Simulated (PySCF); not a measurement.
# Computed records: CH3ClGeSi

Computed with PySCF 2.14.0. Calculation on a computer-drawn molecule: the log of a Hartree-Fock and frozen-core CCSD(T) single point meant for a local Hartree-Fock minimum, with one planted fault or none, to be diagnosed. Offsets are logged minus clean, where the clean run is the same molecule without the fault. The reference is restricted for singlets and unrestricted otherwise, and also for a bond in bohr or an excited solution. Adding or removing an electron swaps singlet and doublet. The excited solution moves the top pair (singlet) or top alpha electron (doublet) to the lowest empty orbital. Highest occupied and lowest empty are orbital energies over both spins, largest force is the largest gradient component, triples share is (T) over the correlation energy, the T1 limit is 0.02 restricted and 0.045 unrestricted, electrons count all cores, a negative frequency is imaginary (commonest isotopes), and the dipole is about the centre of nuclear charge; on germanium a core potential holds 10 electrons, which the energies leave out, and 3d is frozen in MP2 and coupled-cluster steps.

```xyz
7
formula=CH3ClGeSi meant_charge=0 meant_multiplicity=1 meant_basis=cc-pV(D+d)Z meant_basis_and_core_potential_on_germanium=cc-pVDZ-PP_ECP10MDF logged_electrons=72 logged_basis_functions=98 logged_SCF_converged=yes logged_spin_squared=1.3936 logged_highest_occupied=-8.3569 logged_lowest_empty=-0.32058 logged_largest_force=0.043248 logged_T1_diagnostic=0.06859 logged_D1_diagnostic=0.24571 logged_triples_share=0.044099 logged_CC_converged=yes logged_dipole_magnitude=1.9712 logged_SCF_stable_within_its_kind=yes logged_energy_HF=-1081.2957 logged_energy_CCSD(T)=-1081.78641 possible_faults=no_fault,one_electron_removed,one_electron_added,multiplicity_raised_by_two,geometry_at_a_saddle_point,SCF_held_on_an_excited_solution,minimal_basis_STO-3G,one_bond_length_entered_in_bohr,all_coordinates_scaled
C     -0.3702    -0.2167    -0.8009
Si     1.1957    -0.8289    -1.1023
Ge     2.7191     0.0834    -2.8238
Cl     1.3317     1.6589    -3.5362
H     -0.7661     0.6177    -1.3687
H     -1.6234    -0.9827     0.6303
H      1.6818    -1.9712    -0.2934
```

Units: logged_highest_occupied, logged_lowest_empty in eV; logged_largest_force in hartree/bohr; logged_dipole_magnitude in debye; logged_energy_HF, logged_energy_CCSD(T) in hartree.

Drawn bonds:
| atom | other atom | order |
| --- | --- | --- |
| 1 | 2 | 2 |
| 2 | 3 | 1 |
| 3 | 4 | 1 |
| 1 | 5 | 1 |
| 1 | 6 | 1 |
| 2 | 7 | 1 |

Notes: T1 above single-reference limit.

**Q.** Which fault was planted in the run of CH3ClGeSi?
**A.** one bond length entered in bohr, row 5 of the drawn bonds

Further results for CH3ClGeSi:

* HF energy offset from clean run: 72 kcal/mol
* CCSD(T) energy offset from clean run: 86.95 kcal/mol
